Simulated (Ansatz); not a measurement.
Method: PBE0-D4/def2-TZVP (Ansatz, a program for electronic structure). No frequencies were computed at this level.

Ansatz 0.2 input:
```yaml
crystal:
  periodic: [false, false, false]
  atoms:
    - { symbol: S, position_ang: [1.536267, -0.431354, -0.527376] }
    - { symbol: Si, position_ang: [-0.533502, -0.199457, 0.00269] }
    - { symbol: Cl, position_ang: [-1.060385, 1.741739, -0.043749] }
    - { symbol: H, position_ang: [2.009202, 0.552661, 0.224299] }
    - { symbol: H, position_ang: [-1.23591, -0.960707, -1.010541] }
    - { symbol: H, position_ang: [-0.715671, -0.702882, 1.354676] }
basis:
  gaussian: { orbitals: def2-tzvp }
hamiltonian:
  xc: pbe0
  dispersion: d4
relax:
  max_steps: 150
```

Output:

```
Functional definition: PBE0
939 factors; their error is unknown
mean field evaluation 1: about -31275.6486 eV, gradient 1.5e1 eV
mean field evaluation 2: about -31275.9427 eV, gradient 1.2e1 eV
mean field evaluation 4: about -31276.2402 eV, gradient 5.4e-1 eV
mean field evaluation 8: about -31276.3350 eV, gradient 1.2e-2 eV
mean field -31276.33501632 eV, -1149.3841119886 hartree, gradient 3.3e-5 eV, S^2 0.000000; 0 other end points of the search recorded, 0 dependent functions left out
reference -31276.33504361 eV, -1149.3841129912 hartree; 25, 25 occupied and 104, 104 virtual orbitals, 939 factors
relax step   1: F+E_penalty+E_count = -31276.46028195 eV  Δ(F+E_penalty+E_count) = +0.000e0 eV  max|allowed force component| = 1.275e0 eV/Å  Δτ_max = 0.0000 Å  (24 SCF iters, accepted)
these checks for a lower state are left out or cut short: starts, cluster_reference, orbital_swaps, neighbouring_geometries, increment
939 factors; their error is unknown
mean field evaluation 16: about -31276.2889 eV, gradient 1.5e-1 eV
mean field -31276.38316313 eV, -1149.3858813509 hartree, gradient 2.0e-5 eV, S^2 0.000000; 0 other end points of the search recorded, 0 dependent functions left out
reference -31276.38319057 eV, -1149.3858823596 hartree; 25, 25 occupied and 104, 104 virtual orbitals, 939 factors
relax step   2: F+E_penalty+E_count = -31276.50773306 eV  Δ(F+E_penalty+E_count) = -4.745e-2 eV  max|allowed force component| = 5.406e-1 eV/Å  Δτ_max = 0.1306 Å  (28 SCF iters, accepted)
these checks for a lower state are left out or cut short: starts, cluster_reference, orbital_swaps, neighbouring_geometries, increment
939 factors; their error is unknown
mean field -31276.40676484 eV, -1149.3867486978 hartree, gradient 1.8e-5 eV, S^2 0.000000; 0 other end points of the search recorded, 0 dependent functions left out
reference -31276.40679224 eV, -1149.3867497049 hartree; 25, 25 occupied and 104, 104 virtual orbitals, 939 factors
relax step   3: F+E_penalty+E_count = -31276.53135502 eV  Δ(F+E_penalty+E_count) = -2.362e-2 eV  max|allowed force component| = 2.503e-1 eV/Å  Δτ_max = 0.0865 Å  (26 SCF iters, accepted)
these checks for a lower state are left out or cut short: starts, cluster_reference, orbital_swaps, neighbouring_geometries, increment
939 factors; their error is unknown
mean field evaluation 32: about -31276.4116 eV, gradient 2.2e-5 eV
mean field -31276.41160347 eV, -1149.3869265142 hartree, gradient 1.9e-5 eV, S^2 0.000000; 0 other end points of the search recorded, 0 dependent functions left out
reference -31276.41163088 eV, -1149.3869275216 hartree; 25, 25 occupied and 104, 104 virtual orbitals, 939 factors
relax step   4: F+E_penalty+E_count = -31276.53627226 eV  Δ(F+E_penalty+E_count) = -4.917e-3 eV  max|allowed force component| = 1.553e-1 eV/Å  Δτ_max = 0.0275 Å  (26 SCF iters, accepted)
these checks for a lower state are left out or cut short: starts, cluster_reference, orbital_swaps, neighbouring_geometries, increment
939 factors; their error is unknown
mean field -31276.41547033 eV, -1149.3870686189 hartree, gradient 2.1e-5 eV, S^2 0.000000; 0 other end points of the search recorded, 0 dependent functions left out
reference -31276.41549781 eV, -1149.3870696287 hartree; 25, 25 occupied and 104, 104 virtual orbitals, 939 factors
relax step   5: F+E_penalty+E_count = -31276.53996768 eV  Δ(F+E_penalty+E_count) = -3.695e-3 eV  max|allowed force component| = 8.389e-2 eV/Å  Δτ_max = 0.0515 Å  (27 SCF iters, accepted)
these checks for a lower state are left out or cut short: starts, cluster_reference, orbital_swaps, neighbouring_geometries, increment
939 factors; their error is unknown
mean field -31276.41835927 eV, -1149.3871747853 hartree, gradient 9.5e-6 eV, S^2 0.000000; 0 other end points of the search recorded, 0 dependent functions left out
reference -31276.41838682 eV, -1149.3871757979 hartree; 25, 25 occupied and 104, 104 virtual orbitals, 939 factors
relax step   6: F+E_penalty+E_count = -31276.54277245 eV  Δ(F+E_penalty+E_count) = -2.805e-3 eV  max|allowed force component| = 2.169e-2 eV/Å  Δτ_max = 0.0717 Å  (27 SCF iters, accepted)
these checks for a lower state are left out or cut short: starts, cluster_reference, orbital_swaps, neighbouring_geometries, increment
939 factors; their error is unknown
mean field -31276.41878926 eV, -1149.3871905870 hartree, gradient 1.8e-5 eV, S^2 0.000000; 0 other end points of the search recorded, 0 dependent functions left out
reference -31276.41881680 eV, -1149.3871915995 hartree; 25, 25 occupied and 104, 104 virtual orbitals, 939 factors
relax step   7: F+E_penalty+E_count = -31276.54310833 eV  Δ(F+E_penalty+E_count) = -3.359e-4 eV  max|allowed force component| = 7.680e-3 eV/Å  Δτ_max = 0.0299 Å  (28 SCF iters, accepted)
939 factors; their error is unknown
mean field evaluation 64: about -31276.4188 eV, gradient 1.7e-1 eV
mean field -31276.41878926 eV, -1149.3871905870 hartree, gradient 1.8e-5 eV, S^2 0.000000; 1 other end points of the search recorded, 0 dependent functions left out
reference -31276.41881680 eV, -1149.3871915995 hartree; 25, 25 occupied and 104, 104 virtual orbitals, 939 factors
Total energy: -31276.54313588 eV, -1149.3917602411 hartree
Atom 0 at     1.537023    -0.307295    -0.671082 Å, force     0.004487    -0.001474     0.006324 eV/Å
Atom 1 at    -0.478729    -0.164042    -0.029861 Å, force    -0.001812    -0.004655     0.000757 eV/Å
Atom 2 at    -1.201381     1.756717    -0.102588 Å, force    -0.007680     0.001842    -0.001284 eV/Å
Atom 3 at     2.027354     0.328658     0.406999 Å, force     0.005465    -0.001239    -0.002980 eV/Å
Atom 4 at    -1.253828    -0.996867    -0.972916 Å, force    -0.003742     0.004534    -0.002491 eV/Å
Atom 5 at    -0.630437    -0.617171     1.369448 Å, force     0.003281     0.000992    -0.000327 eV/Å
Dipole moment:     0.068903    -0.134600     0.170844 e Å
```

Cost: roughly 27 core-seconds.
